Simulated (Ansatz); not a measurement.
Total energies of C₆H₁₉GeN₃O (`C[N](C)[Ge]([OH])([N](C)C)[N](C)C`).

```xyz
30

C    -1.2337    2.3266    1.3406
N    -1.1709    1.2353    0.3997
C    -1.5601    1.6017   -0.9389
Ge    0.0575   -0.0941    0.5968
O     0.3540   -0.0842    2.3543
N     1.7018    0.0459   -0.1983
C     1.8012   -0.0433   -1.6348
C     2.6834    0.9322    0.3789
N    -0.6786   -1.5973   -0.1079
C    -2.0891   -1.8577    0.0347
C     0.1113   -2.7839   -0.3156
H    -2.2633    2.7003    1.4149
H    -0.9241    1.9928    2.3307
H    -0.5978    3.1782    1.0494
H    -2.5961    1.9651   -0.9495
H    -0.9309    2.3980   -1.3686
H    -1.5086    0.7365   -1.6047
H     0.9086   -0.8189    2.6245
H     1.0169   -0.6886   -2.0351
H     1.7170    0.9380   -2.1288
H     2.7695   -0.4711   -1.9268
H     3.6971    0.5555    0.1893
H     2.6325    1.9519   -0.0359
H     2.5474    1.0018    1.4593
H    -2.4958   -2.2989   -0.8852
H    -2.3029   -2.5580    0.8566
H    -2.6266   -0.9297    0.2343
H    -0.1653   -3.2770   -1.2574
H     1.1724   -2.5339   -0.3657
H    -0.0269   -3.5231    0.4892
```

Total charge 0; spin multiplicity 1. Correlated methods include outer-core shells of Ge, which these sets cover unevenly. Scalar relativity is left out up to krypton. Geometry: relaxed with PBE0-D4/def2-TZVP. It is one conformer, not always the lowest. Basis def2-TZVPP, Ansatz 0.2.0.

RPA on PBE orbitals: Hartree–Fock energy of these orbitals -2551.92957 Eh, correlation -3.54323 Eh (frozen core).

```tsv
functional	energy without D4 (Eh)	D4 term (kJ/mol)
LDA (SPW92)	-2549.48936	–
PBE	-2555.84332	-85.4
revPBE	-2556.45076	-248.0
BLYP	-2556.61014	-179.6
B97M-V	-2556.35359	–
PBE0	-2555.95467	-74.0
B3LYP	-2556.83930	-133.6
r2SCANh	-2556.46809	-26.5
r2SCAN0	-2556.42785	-28.9
HSE06 (plane-wave form)	-2555.92835	-69.2
BHLYP	-2556.47093	-100.1
ωB97X-V	-2556.46313	–
ωB97M-V	-2556.44897	–
B2PLYP	-2556.00966	–
```

**Question.** Give the same for r2SCAN, CAM-B3LYP, LC-ωPBE, PBE-QIDH. (An estimate is asked.)

**Answer.** The calculation gave: 
```csv
functional,energy without D4 (Eh),D4 term (kJ/mol)
r2SCAN,-2556.49692,-25.2
CAM-B3LYP,-2556.67000,-75.4
LC-ωPBE,-2556.22972,–
PBE-QIDH,-2555.57821,–
```

B3LYP takes the VWN-RPA correlation (the form of Gaussian; ORCA's B3LYP/G). HSE06 is the plane-wave form, built on full-range PBE exchange. The double hybrids freeze the cores in their second-order part.

LC-ωPBE has ω = 0.4 bohr⁻¹.
